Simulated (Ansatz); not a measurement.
```xyz
17

Si    1.510   -0.848    2.028
Si   -0.165   -1.854    0.748
Ge   -1.857   -0.249    0.263
Si   -0.833    1.719   -0.605
Si    0.628    1.135   -2.332
H     0.929   -0.317    3.291
H     2.594   -1.809    2.366
H     2.099    0.287    1.267
H    -0.740   -3.022    1.472
H     0.414   -2.339   -0.537
H    -2.851   -0.817   -0.768
H    -2.642    0.083    1.546
H    -0.069    2.379    0.490
H    -1.863    2.675   -1.098
H     1.666    0.206   -1.809
H     1.303    2.330   -2.907
H    -0.122    0.442   -3.414
```

The species carries charge 0 and has multiplicity 1.

**Question.** List the PBE/def2-TZVPP orbital energies in eV (Ansatz). (Best estimate.)

**Answer.** Ansatz gave: Occupied: -10804.39, -1779.69, -1779.69, -1779.60, -1779.60, -1337.78, -1191.19, -1191.19, -1191.18, -162.33, -137.46, -137.46, -137.38, -137.38, -113.77, -113.76, -113.75, -94.19, -94.19, -94.18, -94.18, -94.17, -94.17, -94.11, -94.11, -94.10, -94.10, -94.10, -94.10, -29.59, -29.58, -29.56, -29.53, -29.53, -14.74, -13.90, -13.31, -12.34, -11.70, -9.21, -9.08, -8.70, -8.57, -8.45, -8.30, -8.24, -7.90, -7.32, -6.93, -6.78. Lowest empty: -1.16, -1.05, -1.02, -0.66, -0.60, -0.45, -0.31, -0.11.
